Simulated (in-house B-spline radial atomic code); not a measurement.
Sr²⁺. Computed with a B-spline radial atomic code. Model: non-relativistic spherical atom: semilocal Troullier-Martins pseudo-atom, one channel per l, against all electrons, high spin, G0W0 and RPA with empty states to l = 8, local potential for every l without a channel, a model core (radius 0 = none) keeps its share of the functional.

Without relativity these are model numbers for so heavy an element.

What the tables leave out is listed at the end.

The pseudopotential gives back the lowest level of each angular momentum of its own functional in the configuration it was made in; a second state of the same l is only approximately right. Exact exchange, RPA and GW see the smooth pseudo-orbitals and miss the exchange with the core, for which the functional's share stands in. The column with an uncorrelated core keeps all orbitals and exact exchange, and so separates missing core correlation from pseudisation. Only the three outermost levels and the lowest empty one were computed. RPA here is direct RPA, with no exchange kernel, and its energies carry an (l + 1/2)⁻⁴ tail. A hybrid on a potential with a model core restores only its own semilocal share of the core's exchange.

Command:
```bash
python run_psgw.py task.json out
```
Settings (lengths in bohr, energies in hartree):
```
Z                      38
electrons              36
configuration          [Ar] 3d10 4s2 4p6
generated_in           [Kr] 5s2
functional             pbe,pbe
core_shells            6
radius_factor          0.9
core_correction        False
```

Time taken, with all properties: 26 s on 1 thread of Arm Neoverse N1, on a shared host.

Given: made with PBE; model core radius 0 bohr; local radius 1.215 bohr; mean-field start PBE.

Valence shells of the generating configuration: 4s, 4p, 5s.

Channel: s 1.105, p 1.197, d 1.837 (radii in bohr).

Computed: largest level miss in the spin-unpolarised generating configuration 0.033 eV; valence RPA correlation energy all-electron orbitals -0.3965 hartree; valence RPA correlation energy pseudo -0.42584 hartree; all-electron RPA polarisability, core included 5.4537 bohr³.

```tsv
level	occupied	mean-field all-electron (eV)	mean-field pseudo minus all (eV)	G0W0 all-electron (eV)	G0W0 uncorrelated core minus all (eV)	G0W0 pseudo minus all (eV)	exchange self-energy all-electron (eV)	exchange self-energy pseudo (eV)
4p	1	-36.453	-0.082	-43.11	0.239	0.023	-27.536	-23.043
4d (empty)	0	-13.558	-0.06	-9.4957	0.065	-0.095	-6.3896	-4.8407
```

(1) What is the pseudo-atom RPA polarisability?

Given: mean-field start PBE0.

Computed: valence RPA correlation energy pseudo -0.39843 hartree; all-electron RPA polarisability, core included 5.0125 bohr³; pseudo-atom RPA polarisability 5.0259 bohr³.

| level | occupied | mean-field all-electron (eV) | mean-field pseudo minus all (eV) | G0W0 all-electron (eV) | G0W0 uncorrelated core minus all (eV) | G0W0 pseudo minus all (eV) | exchange self-energy all-electron (eV) | exchange self-energy pseudo (eV) |
| --- | --- | --- | --- | --- | --- | --- | --- | --- |
| 4p | 1 | -38.391 | -0.037 | -43.257 | 0.235 | 0.022 | -27.465 | -23.055 |
| 5s (empty) | 0 | -12.546 | -0.114 | -10.838 | 0.054 | -0.095 | -1.8664 | -1.1436 |

(2) What is the valence RPA correlation energy all-electron orbitals?

Given: mean-field start Hartree-Fock.

Computed: valence RPA correlation energy pseudo -0.3355 hartree; all-electron RPA polarisability, core included 4.1628 bohr³; pseudo-atom RPA polarisability 4.1508 bohr³.

```
     level  occupied  mean-field all-electron (eV)  mean-field pseudo minus all (eV)  G0W0 all-electron (eV)  G0W0 uncorrelated core minus all (eV)  G0W0 pseudo minus all (eV)  exchange self-energy all-electron (eV)  exchange self-energy pseudo (eV)
        4p         1                       -42.956                            -0.042                 -43.601                                  0.224                       0.098                                 -27.134                           -23.021
        4s         1                       -64.641                             0.022                 -61.891                                   0.21                         0.3                                 -34.727                           -29.276
5s (empty)         0                       -10.268                            -0.088                   -10.8                                  0.035                      -0.083                                 -1.2214                          -0.78873
```

(3) What is the valence RPA correlation energy all-electron orbitals?

Answers

(1) 5.4597 bohr³.

(2) -0.37095 hartree.

(3) -0.31236 hartree.

Among the listed levels the largest G0W0 shift of the pseudo-atom is +0.30 eV, for 4s on the Hartree-Fock start, while leaving the core uncorrelated moves that level by +0.21 eV. The rest, +0.09 eV, comes from pseudisation and the lost core exchange. Not in the tables (levels of low weight, unsolved or above zero; the highest and the empty levels are kept at any weight): on PBE the G0W0 levels 4s (pseudo minus all +0.28 eV, weights 0.57 and 0.56); on PBE0 the G0W0 levels 4s (pseudo minus all +0.32 eV, weights 0.71 and 0.72).
